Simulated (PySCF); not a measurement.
Core binding energy against partial charge

C5H12BN.
Atom-mapped SMILES: `[CH2:1]=[CH:2][CH2:3][BH:4][N:5]([CH3:6])[CH3:7]`

Geometry (PBE0-D3(BJ)/def2-SVP, Å), atoms numbered from 1 in this order:
```
atom  x, y, z in Å
C1     2.6615    0.6166    0.9002
C2     2.1383   -0.5490    0.5093
C3     1.4905   -0.8276   -0.8116
B4    -0.0429   -1.1825   -0.5728
N5    -1.0563   -0.2238   -0.4914
C6    -2.4323   -0.5762   -0.2299
C7    -0.8499    1.2000   -0.6043
H8     3.0902    0.7443    1.8976
H9     2.6890    1.4850    0.2331
H10    2.1454   -1.3837    1.2232
H11    1.6310    0.0301   -1.4897
H12    1.9777   -1.6993   -1.2812
H13   -0.3769   -2.3370   -0.3994
H14   -2.5316   -1.6652   -0.1448
H15   -3.0957   -0.2254   -1.0412
H16   -2.7904   -0.1160    0.7089
H17   -1.1656    1.7167    0.3195
H18    0.2081    1.4307   -0.7716
H19   -1.4383    1.6241   -1.4377
```

Binding energies: delta-SCF UKS SCAN, pcX-2 on the ionised atom, pcseg-1 elsewhere, spin-free X2C in PySCF 2.14.0. Charges: PBE0/pcSseg-1 ground-state density, for the ionised atom.

| atom | environment | C 1s (eV) | Mulliken (e) | IAO (e) | Hirshfeld (e) | ESP (e) |
| --- | --- | --- | --- | --- | --- | --- |
| C1 | terminal =CH2 carbon | 289.67 | -0.194 | -0.340 | -0.120 | -0.573 |
| C3 | sp3 carbon bound to boron | 289.82 | -0.390 | -0.404 | -0.143 | -0.276 |
| C2 | alkene CH carbon | 290.28 | -0.265 | -0.105 | -0.031 | -0.023 |
| C6 | N-methyl carbon | 291.55 | -0.078 | -0.289 | -0.059 | -0.441 |

Q: How well does each charge scheme correlate with the binding energies over these sites?

A: Mulliken: r = 0.73, slope 4.8 eV per e; Hirshfeld: r = 0.62, slope 10.1 eV per e; IAO: r = 0.25, slope 1.7 eV per e; ESP: r = -0.03, slope -0.1 eV per e. Mulliken charges have the highest r, on only 4 points.

Q: The point-charge model writes a binding energy as kq + V + constant, with V the potential of the other atoms' charges at the site. What does it give with the Mulliken charges?

A: V = Σ 14.40 eV Å × q/r over all other atoms: +0.74 eV at C1, +3.20 eV at C3, -0.04 eV at C2, +0.54 eV at C6. Fitting binding energy − V to q gives k = 12.5 eV per e and leaves an rms residual of 0.91 eV, against 0.50 eV for the fit on q alone. The model has no term for differences in relaxation between sites.

The unrestricted hole states depart most from a pure doublet (⟨S²⟩ = 0.75; over 0.85 named) for C 1s of C2 (0.85), which makes this value less certain. Isolated species at its PBE0-D3(BJ)/def2-SVP geometry (one conformer only).
